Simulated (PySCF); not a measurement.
Computed shifts of a molecule CH₄F₂Si, B3LYP/pcSseg-1 (PySCF), GIAO, gas phase, equivalent atoms averaged, in ppm (number of nuclei): ²⁹Si: -1.2 (1). ¹³C: 2.8 (1). ¹⁹F: -157.0 (2). ¹H: 5.46 (1), 0.94 (3). References: ²⁹Si against TMS (σ = 338.7 ppm); ¹³C against TMS (σ = 181.3 ppm); ¹⁹F against CFCl3 (σ = 161.7 ppm); ¹H against TMS (σ = 31.68 ppm), references at their B3LYP-D3(BJ)/def2-TZVP geometries, non-relativistic. Coordinates come from a PBE-D3(BJ)/def2-SVP optimisation. One conformer was computed; it need not be the lowest.

Task: Identify the compound among the candidates.
A. FC(F)[SiH3]
B. FC[SiH2]F
C. C[SiH](F)F

Result: C, C[SiH](F)F
